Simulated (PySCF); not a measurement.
Species: `COC(=O)c1cnn(C)c1`. The columns A, B, C and D hold Mulliken, IAO, Hirshfeld and ESP-fitted charges (e) of one PBE0/pcSseg-1 density (PySCF), in a shuffled order. Coordinates in Å (GFN2-xTB); the density's dipole moment is (1.47, 0.09, 0.05) D.

```json
{"atom": "C1", "x": "-3.705", "y": "0.000", "z": "0.080", "A": "-0.036", "B": "-0.165", "C": "-0.037", "D": "-0.220"}
{"atom": "O2", "x": "-2.373", "y": "-0.144", "z": "-0.388", "A": "-0.487", "B": "-0.392", "C": "-0.101", "D": "-0.347"}
{"atom": "C3", "x": "-1.384", "y": "0.200", "z": "0.456", "A": "+0.575", "B": "+0.932", "C": "+0.196", "D": "+0.513"}
{"atom": "O4", "x": "-1.565", "y": "0.625", "z": "1.573", "A": "-0.430", "B": "-0.560", "C": "-0.272", "D": "-0.485"}
{"atom": "C5", "x": "-0.073", "y": "0.002", "z": "-0.154", "A": "-0.488", "B": "-0.558", "C": "-0.072", "D": "-0.148"}
{"atom": "C6", "x": "0.251", "y": "-0.487", "z": "-1.437", "A": "+0.241", "B": "+0.276", "C": "-0.023", "D": "-0.055"}
{"atom": "N7", "x": "1.553", "y": "-0.508", "z": "-1.610", "A": "-0.230", "B": "-0.579", "C": "-0.146", "D": "-0.253"}
{"atom": "N8", "x": "2.092", "y": "-0.048", "z": "-0.481", "A": "-0.449", "B": "+0.539", "C": "+0.052", "D": "+0.058"}
{"atom": "C9", "x": "3.518", "y": "0.026", "z": "-0.343", "A": "-0.022", "B": "-0.487", "C": "-0.050", "D": "-0.313"}
{"atom": "C10", "x": "1.160", "y": "0.269", "z": "0.426", "A": "+0.369", "B": "-0.155", "C": "-0.003", "D": "-0.078"}
{"atom": "H11", "x": "-3.723", "y": "0.644", "z": "0.961", "A": "+0.134", "B": "+0.105", "C": "+0.041", "D": "+0.162"}
{"atom": "H12", "x": "-4.104", "y": "-0.983", "z": "0.338", "A": "+0.118", "B": "+0.120", "C": "+0.050", "D": "+0.151"}
{"atom": "H13", "x": "-4.291", "y": "0.437", "z": "-0.727", "A": "+0.121", "B": "+0.131", "C": "+0.052", "D": "+0.157"}
{"atom": "H14", "x": "-0.414", "y": "-0.808", "z": "-2.211", "A": "+0.089", "B": "+0.109", "C": "+0.060", "D": "+0.178"}
{"atom": "H15", "x": "3.789", "y": "0.866", "z": "0.293", "A": "+0.123", "B": "+0.153", "C": "+0.061", "D": "+0.160"}
{"atom": "H16", "x": "3.950", "y": "0.156", "z": "-1.334", "A": "+0.139", "B": "+0.187", "C": "+0.062", "D": "+0.180"}
{"atom": "H17", "x": "3.912", "y": "-0.896", "z": "0.093", "A": "+0.135", "B": "+0.166", "C": "+0.057", "D": "+0.160"}
{"atom": "H18", "x": "1.395", "y": "0.657", "z": "1.396", "A": "+0.099", "B": "+0.178", "C": "+0.071", "D": "+0.181"}
```

Task: Which column most likely holds the ESP-fitted charges?

Result: B. Σ q r misses the density's dipole by 0.03 D (B), 0.82 D (D), 0.82 D (C), 0.96 D (A). Charges fitted to the outside potential are the only set here that is tied to the molecule's multipoles.

Task: And the Hirshfeld charges?

Result: C. The mean sizes are 0.078 e (C), 0.211 e (D), 0.238 e (A), 0.322 e (B), and Hirshfeld charges are commonly the smallest of these schemes.

As computed, A = Mulliken, B = ESP-fitted, C = Hirshfeld, D = IAO. Hydrogens on carbon: Mulliken +0.09 to +0.14, ESP-fitted +0.10 to +0.19, Hirshfeld +0.04 to +0.07, IAO +0.15 to +0.18 e.

The ESP scheme fits charges at the nuclei, held to the total charge, to the electrostatic potential on points at 1.4 to 2.0 times the van der Waals radii. The Mulliken scheme counts on each atom the diagonal of the density matrix times the overlap matrix over that atom's basis functions.

Isolated species at its GFN2-xTB geometry (one conformer only).

The run behind these numbers computed NMR shieldings as well. On an x86-64 server with one thread, no GPU, shared host, this took 27 s of wall time.

Conformer computed: `[CH3:1][O:2][C:3](=[O:4])[c:5]1[cH:6][n:7][n:8]([CH3:9])[cH:10]1`: C1–O2–C3–O4 0°, O2–C3–C5–C6 -1°.
